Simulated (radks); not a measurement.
Question: The chlorine ion Cl8+ is in [He] 2s2 2p5. All-electron calculation, scalar-relativistic Kohn-Sham, PBEsol, spin-polarised, spherical densities, finite nucleus; Fermi nuclear charge, rms radius of each element as measured or else 0.836 A^(1/3) + 0.57 fm. Program: a radial shooting solver on a logarithmic mesh with Libxc functionals. Open shells are filled with parallel spins first. One electron is removed from 1s, 2p, 2s in turn, with full relaxation. Which removal costs least, and what does each cost?

Answer: 2p 401.06 eV; 2s 456.03 eV; 1s 3044.8 eV. The 2p electron leaves first.
